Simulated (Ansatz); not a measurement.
Born–Oppenheimer molecular dynamics of H10O3Si4 (17 atoms, charge 0, multiplicity 1). It starts from a relaxed structure.

Method: RKS B3LYP-D4/STO-3G in Ansatz 0.2.0.

```yaml
ensemble: NVT, Langevin thermostat
time_step: 0.25 fs
steps_asked: 150
set_temperature: 200 K
friction: 0.02 /fs
seed: 540089
```

Frames 0.5 fs apart, positions in Å, forces in eV/Å.

Velocities at 22.5 fs (Å/ps):

```
Si -0.81 0.39 1.79
H 10.03 -4.64 3.62
O 2.65 1.14 3.00
Si -0.63 -2.48 2.10
H -4.40 -7.26 -4.13
H -1.44 -20.06 15.46
H -17.27 13.58 17.55
O 1.48 -1.65 2.29
Si 1.68 -1.18 0.15
H -11.61 5.05 -5.45
H 11.00 -6.50 19.85
H 16.63 -3.80 7.89
O -3.95 0.97 0.89
Si 1.67 1.94 -4.69
H 7.27 11.51 -0.43
H 0.49 -9.73 17.06
H 5.07 3.86 4.05
```

```xyz
17
Properties=species:S:1:pos:R:3:forces:R:3 time_fs=22.5 energy_less_start_eV=0.216 T=129
Si 0.008 -0.128 0.722 -0.55 -0.57 -0.50
H 0.189 -0.086 2.169 0.02 0.34 -0.24
O 1.375 0.162 -0.193 0.33 0.00 -0.29
Si 1.783 -1.018 -1.364 0.99 0.27 1.70
H 0.772 -1.335 -2.284 -0.85 -0.08 -0.99
H 2.958 -0.470 -2.001 -0.10 -0.01 -0.25
H 2.172 -2.242 -0.697 0.10 -0.12 -0.13
O -1.198 0.959 0.270 -0.12 -0.09 0.18
Si -1.655 1.083 -1.372 -0.93 -0.45 1.11
H -2.010 -0.214 -1.956 -0.02 0.37 0.15
H -2.817 1.987 -1.356 0.54 -0.39 -0.22
H -0.576 1.599 -2.121 0.64 0.53 -0.73
O -0.399 -1.698 0.206 0.21 0.50 0.10
Si -1.720 -2.454 0.933 0.09 1.12 0.55
H -1.633 -2.354 2.386 -0.13 -0.10 -0.17
H -2.965 -1.864 0.500 -0.19 0.04 0.03
H -1.675 -3.787 0.521 -0.05 -1.37 -0.31
17
Properties=species:S:1:pos:R:3:forces:R:3 time_fs=23 energy_less_start_eV=0.214 T=130
Si 0.008 -0.128 0.723 -0.47 -0.60 -0.47
H 0.194 -0.088 2.171 0.00 0.35 -0.27
O 1.377 0.163 -0.191 0.30 -0.01 -0.31
Si 1.783 -1.020 -1.363 0.71 0.29 1.68
H 0.770 -1.338 -2.286 -0.74 -0.04 -0.90
H 2.957 -0.480 -1.992 0.04 0.06 -0.34
H 2.163 -2.236 -0.689 0.14 -0.25 -0.09
O -1.197 0.957 0.272 -0.15 -0.07 0.15
Si -1.654 1.083 -1.372 -0.74 -0.47 1.10
H -2.016 -0.211 -1.959 -0.01 0.36 0.15
H -2.811 1.984 -1.347 0.45 -0.30 -0.25
H -0.566 1.597 -2.118 0.53 0.49 -0.67
O -0.401 -1.697 0.207 0.27 0.55 0.05
Si -1.719 -2.454 0.931 0.12 1.07 0.72
H -1.629 -2.349 2.385 -0.13 -0.12 -0.21
H -2.965 -1.868 0.509 -0.27 0.09 -0.03
H -1.672 -3.787 0.524 -0.05 -1.40 -0.32
17
Properties=species:S:1:pos:R:3:forces:R:3 time_fs=23.5 energy_less_start_eV=0.208 T=145
Si 0.007 -0.128 0.723 -0.37 -0.62 -0.45
H 0.199 -0.090 2.171 -0.02 0.35 -0.29
O 1.378 0.163 -0.190 0.27 -0.01 -0.32
Si 1.782 -1.021 -1.362 0.36 0.30 1.60
H 0.765 -1.339 -2.292 -0.58 0.00 -0.75
H 2.955 -0.490 -1.985 0.20 0.13 -0.43
H 2.155 -2.229 -0.681 0.18 -0.39 -0.04
O -1.196 0.956 0.273 -0.19 -0.06 0.13
Si -1.653 1.083 -1.372 -0.45 -0.48 1.06
H -2.021 -0.207 -1.961 0.00 0.32 0.14
H -2.803 1.978 -1.339 0.30 -0.16 -0.28
H -0.555 1.597 -2.115 0.36 0.42 -0.58
O -0.402 -1.697 0.207 0.32 0.59 -0.01
Si -1.719 -2.453 0.929 0.13 0.98 0.85
H -1.625 -2.345 2.384 -0.13 -0.13 -0.23
H -2.967 -1.871 0.518 -0.33 0.12 -0.08
H -1.669 -3.789 0.527 -0.06 -1.37 -0.32
17
Properties=species:S:1:pos:R:3:forces:R:3 time_fs=24 energy_less_start_eV=0.199 T=157
Si 0.007 -0.128 0.724 -0.29 -0.62 -0.44
H 0.206 -0.090 2.172 -0.04 0.34 -0.29
O 1.380 0.163 -0.188 0.23 -0.02 -0.33
Si 1.782 -1.022 -1.360 -0.02 0.27 1.46
H 0.758 -1.342 -2.299 -0.36 0.07 -0.55
H 2.953 -0.499 -1.978 0.35 0.20 -0.52
H 2.148 -2.223 -0.672 0.21 -0.50 -0.01
O -1.196 0.955 0.274 -0.22 -0.04 0.11
Si -1.652 1.082 -1.371 -0.11 -0.47 1.00
H -2.027 -0.202 -1.962 0.00 0.27 0.12
H -2.794 1.974 -1.332 0.14 -0.02 -0.29
H -0.543 1.597 -2.114 0.18 0.33 -0.47
O -0.404 -1.696 0.208 0.38 0.62 -0.07
Si -1.718 -2.452 0.927 0.13 0.76 0.95
H -1.623 -2.340 2.382 -0.12 -0.14 -0.24
H -2.969 -1.876 0.528 -0.39 0.15 -0.14
H -1.666 -3.794 0.530 -0.06 -1.21 -0.29
17
Properties=species:S:1:pos:R:3:forces:R:3 time_fs=24.5 energy_less_start_eV=0.194 T=163
Si 0.006 -0.129 0.725 -0.18 -0.59 -0.42
H 0.213 -0.087 2.171 -0.06 0.33 -0.30
O 1.382 0.164 -0.186 0.19 -0.03 -0.32
Si 1.782 -1.024 -1.358 -0.45 0.21 1.30
H 0.749 -1.344 -2.308 -0.11 0.13 -0.32
H 2.950 -0.509 -1.972 0.52 0.28 -0.61
H 2.142 -2.220 -0.665 0.22 -0.59 0.02
O -1.195 0.953 0.276 -0.25 -0.03 0.09
Si -1.651 1.082 -1.370 0.22 -0.41 0.93
H -2.033 -0.195 -1.962 0.00 0.19 0.08
H -2.786 1.970 -1.326 -0.01 0.11 -0.30
H -0.532 1.598 -2.114 -0.01 0.24 -0.36
O -0.406 -1.695 0.209 0.44 0.65 -0.13
Si -1.717 -2.450 0.925 0.10 0.44 1.04
H -1.621 -2.337 2.380 -0.11 -0.14 -0.26
H -2.971 -1.881 0.537 -0.44 0.18 -0.19
H -1.664 -3.802 0.531 -0.07 -0.98 -0.23
17
Properties=species:S:1:pos:R:3:forces:R:3 time_fs=25 energy_less_start_eV=0.196 T=168
Si 0.006 -0.129 0.725 -0.07 -0.56 -0.40
H 0.221 -0.084 2.172 -0.09 0.31 -0.33
O 1.383 0.164 -0.185 0.14 -0.04 -0.31
Si 1.781 -1.025 -1.356 -0.85 0.13 1.13
H 0.740 -1.346 -2.317 0.14 0.20 -0.08
H 2.947 -0.518 -1.966 0.67 0.34 -0.69
H 2.136 -2.217 -0.658 0.23 -0.65 0.03
O -1.194 0.952 0.277 -0.28 -0.02 0.07
Si -1.649 1.081 -1.369 0.54 -0.33 0.86
H -2.039 -0.188 -1.963 0.00 0.10 0.05
H -2.777 1.968 -1.321 -0.15 0.24 -0.31
H -0.521 1.601 -2.115 -0.20 0.15 -0.24
O -0.408 -1.694 0.210 0.49 0.68 -0.19
Si -1.716 -2.449 0.922 0.03 0.08 1.07
H -1.620 -2.334 2.378 -0.10 -0.15 -0.27
H -2.975 -1.885 0.545 -0.44 0.19 -0.23
H -1.661 -3.813 0.532 -0.08 -0.68 -0.17
17
Properties=species:S:1:pos:R:3:forces:R:3 time_fs=25.5 energy_less_start_eV=0.206 T=165
Si 0.005 -0.130 0.726 0.05 -0.52 -0.39
H 0.228 -0.079 2.171 -0.11 0.30 -0.32
O 1.385 0.164 -0.184 0.09 -0.05 -0.31
Si 1.781 -1.027 -1.354 -1.19 0.04 0.96
H 0.731 -1.347 -2.326 0.38 0.26 0.15
H 2.946 -0.526 -1.961 0.78 0.39 -0.75
H 2.130 -2.217 -0.651 0.23 -0.68 0.03
O -1.194 0.950 0.278 -0.31 0.00 0.04
Si -1.648 1.081 -1.369 0.80 -0.27 0.79
H -2.046 -0.182 -1.964 0.00 0.04 0.03
H -2.769 1.966 -1.315 -0.27 0.34 -0.32
H -0.511 1.603 -2.117 -0.35 0.07 -0.14
O -0.410 -1.692 0.211 0.55 0.70 -0.25
Si -1.715 -2.448 0.920 -0.07 -0.30 1.09
H -1.620 -2.331 2.376 -0.09 -0.15 -0.26
H -2.980 -1.889 0.552 -0.42 0.19 -0.26
H -1.657 -3.825 0.534 -0.09 -0.35 -0.09
17
Properties=species:S:1:pos:R:3:forces:R:3 time_fs=26 energy_less_start_eV=0.222 T=154
Si 0.004 -0.130 0.727 0.16 -0.48 -0.44
H 0.235 -0.074 2.168 -0.13 0.28 -0.26
O 1.386 0.164 -0.183 0.04 -0.06 -0.30
Si 1.780 -1.028 -1.352 -1.42 -0.04 0.81
H 0.724 -1.349 -2.334 0.56 0.31 0.33
H 2.945 -0.534 -1.958 0.84 0.41 -0.77
H 2.125 -2.216 -0.644 0.23 -0.69 0.02
O -1.193 0.949 0.279 -0.33 0.01 0.02
Si -1.646 1.081 -1.368 1.00 -0.20 0.74
H -2.053 -0.176 -1.964 0.00 -0.03 0.00
H -2.762 1.965 -1.308 -0.36 0.43 -0.33
H -0.504 1.606 -2.119 -0.49 0.00 -0.05
O -0.413 -1.690 0.212 0.60 0.71 -0.31
Si -1.715 -2.447 0.917 -0.14 -0.67 1.08
H -1.620 -2.329 2.372 -0.08 -0.15 -0.23
H -2.984 -1.892 0.559 -0.40 0.19 -0.29
H -1.652 -3.838 0.534 -0.10 -0.03 -0.02
17
Properties=species:S:1:pos:R:3:forces:R:3 time_fs=26.5 energy_less_start_eV=0.239 T=143
Si 0.003 -0.131 0.727 0.26 -0.42 -0.51
H 0.241 -0.070 2.164 -0.14 0.27 -0.18
O 1.387 0.165 -0.182 0.00 -0.07 -0.29
Si 1.779 -1.029 -1.349 -1.53 -0.12 0.70
H 0.720 -1.351 -2.341 0.68 0.35 0.46
H 2.946 -0.542 -1.958 0.85 0.42 -0.77
H 2.121 -2.218 -0.638 0.22 -0.66 0.00
O -1.193 0.948 0.280 -0.34 0.02 0.02
Si -1.645 1.080 -1.367 1.14 -0.19 0.70
H -2.061 -0.171 -1.963 0.01 -0.07 -0.01
H -2.755 1.963 -1.300 -0.46 0.52 -0.34
H -0.499 1.607 -2.120 -0.57 -0.05 0.00
O -0.415 -1.688 0.212 0.65 0.71 -0.36
Si -1.714 -2.446 0.915 -0.24 -0.99 1.03
H -1.621 -2.325 2.367 -0.06 -0.15 -0.17
H -2.989 -1.894 0.565 -0.36 0.17 -0.31
H -1.649 -3.850 0.535 -0.12 0.26 0.04
17
Properties=species:S:1:pos:R:3:forces:R:3 time_fs=27 energy_less_start_eV=0.253 T=146
Si 0.001 -0.132 0.728 0.36 -0.35 -0.62
H 0.247 -0.068 2.158 -0.14 0.26 -0.06
O 1.389 0.166 -0.180 -0.05 -0.09 -0.27
Si 1.778 -1.029 -1.347 -1.52 -0.22 0.62
H 0.717 -1.351 -2.345 0.75 0.37 0.55
H 2.949 -0.549 -1.958 0.81 0.41 -0.73
H 2.117 -2.222 -0.632 0.18 -0.57 -0.06
O -1.192 0.946 0.280 -0.35 0.03 0.01
Si -1.643 1.080 -1.365 1.22 -0.15 0.68
H -2.069 -0.166 -1.963 0.02 -0.11 -0.03
H -2.749 1.964 -1.292 -0.52 0.58 -0.35
H -0.496 1.607 -2.121 -0.62 -0.08 0.04
O -0.417 -1.686 0.213 0.68 0.68 -0.42
Si -1.714 -2.445 0.913 -0.39 -1.27 0.95
H -1.622 -2.322 2.361 -0.04 -0.15 -0.08
H -2.995 -1.895 0.572 -0.28 0.14 -0.33
H -1.646 -3.861 0.536 -0.13 0.53 0.09
17
Properties=species:S:1:pos:R:3:forces:R:3 time_fs=27.5 energy_less_start_eV=0.265 T=151
Si 0.000 -0.133 0.728 0.46 -0.26 -0.76
H 0.253 -0.064 2.150 -0.13 0.25 0.09
O 1.390 0.167 -0.180 -0.10 -0.10 -0.25
Si 1.777 -1.030 -1.344 -1.41 -0.31 0.55
H 0.718 -1.349 -2.349 0.78 0.38 0.60
H 2.953 -0.557 -1.960 0.72 0.37 -0.67
H 2.113 -2.227 -0.626 0.15 -0.47 -0.12
O -1.192 0.945 0.281 -0.34 0.03 0.02
Si -1.642 1.080 -1.364 1.24 -0.08 0.65
H -2.077 -0.161 -1.962 0.03 -0.15 -0.05
H -2.745 1.966 -1.283 -0.53 0.60 -0.36
H -0.493 1.608 -2.124 -0.66 -0.12 0.08
O -0.419 -1.684 0.213 0.71 0.65 -0.47
Si -1.713 -2.443 0.911 -0.59 -1.53 0.86
H -1.623 -2.321 2.356 -0.01 -0.15 0.02
H -3.003 -1.895 0.579 -0.16 0.09 -0.33
H -1.644 -3.872 0.536 -0.14 0.78 0.13
17
Properties=species:S:1:pos:R:3:forces:R:3 time_fs=28 energy_less_start_eV=0.274 T=138
Si -0.001 -0.134 0.729 0.56 -0.16 -0.88
H 0.258 -0.059 2.144 -0.13 0.24 0.24
O 1.391 0.168 -0.179 -0.15 -0.12 -0.24
Si 1.776 -1.031 -1.342 -1.20 -0.36 0.52
H 0.720 -1.347 -2.350 0.75 0.36 0.60
H 2.959 -0.564 -1.963 0.57 0.32 -0.57
H 2.109 -2.233 -0.619 0.11 -0.35 -0.18
O -1.192 0.944 0.281 -0.34 0.03 0.03
Si -1.640 1.079 -1.363 1.18 0.00 0.61
H -2.086 -0.156 -1.963 0.04 -0.17 -0.05
H -2.742 1.968 -1.275 -0.50 0.58 -0.37
H -0.493 1.608 -2.126 -0.68 -0.14 0.10
O -0.421 -1.682 0.214 0.73 0.61 -0.52
Si -1.713 -2.442 0.909 -0.81 -1.74 0.76
H -1.623 -2.319 2.350 0.01 -0.14 0.11
H -3.013 -1.894 0.585 0.00 0.04 -0.33
H -1.642 -3.880 0.535 -0.14 1.00 0.17
```

Of the whole run (38 fs, mean temperature of the second half 145 K): The mean temperature of the second half is 27 % below the set value. A run of 0.037 ps of so small a system gives no equilibrium averages. Limits of this set-up: minimal basis.

Time of the run: 13 min on 1 thread of Arm Neoverse V2, with other jobs on the host, peak memory 0.18 GiB.
